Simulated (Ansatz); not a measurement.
Molecule: SeF3, charge 1, multiplicity 1. It need not be the lowest isomer of its formula. SMILES: F[Se+](F)F
Geometry: optimised at B3LYP-D3(BJ)/def2-TZVP (Ansatz, a quantum-chemistry and plane-wave program).

Wanted: vertical electron affinity (to the doublet state of charge +0; a negative value means that the extra electron is unbound and the number depends on the basis; each state is the SCF solution reached for its spin; the molecule has degenerate orbitals, so one determinant may break the symmetry), in eV. Valence correlation only, unless marked. UHF or UKS for open shells. No spin-orbit coupling. Frozen are the shells of the preceding noble gas and the d and f shells that filled before the atom's block. No relativistic terms. CBS marks a two-point X^-3 extrapolation of the correlation energy; Hartree-Fock from the larger set.

| level | program | vertical electron affinity (eV) |
|---|---|---|
| HF/aug-cc-pVDZ | Ansatz | 6.68 |
| HF/aug-cc-pVTZ | Ansatz | 6.62 |
| HF/aug-cc-pVQZ | Ansatz | 6.61 |
| SVWN5/def2-TZVPD | Ansatz | 7.01 |
| PBE/def2-TZVPD | Ansatz | 6.84 |
| r2SCAN/def2-TZVPD | Ansatz | 6.96 |
| B3LYP/def2-TZVPD | Ansatz | 7.05 |
| PBE0/def2-TZVPD | Ansatz | 7.04 |
| BHLYP/def2-TZVPD | Ansatz | 7.11 |
| CAM-B3LYP/def2-TZVPD | Ansatz | 7.14 |
| wB97M-V/def2-TZVPD | Ansatz | 6.91 |
| wB97X-V/def2-TZVPD | Ansatz | 6.95 |
| wB97X/def2-TZVPD | Ansatz | 6.94 |
| B2PLYP/def2-TZVPD | Ansatz | 6.90 |
| MP2/aug-cc-pVDZ | Ansatz | 6.70 |
| RI-MP2/aug-cc-pVTZ | Ansatz | 6.79 |
| RI-MP2/aug-cc-pVQZ | Ansatz | 6.84 |
| RI-MP2/CBS(aug-cc-pVTZ,aug-cc-pVQZ) | Ansatz | 6.88 |
| SCS-MP2/aug-cc-pVDZ | Ansatz | 6.64 |
| CCSD(T)/aug-cc-pVDZ | Ansatz | 6.74 |
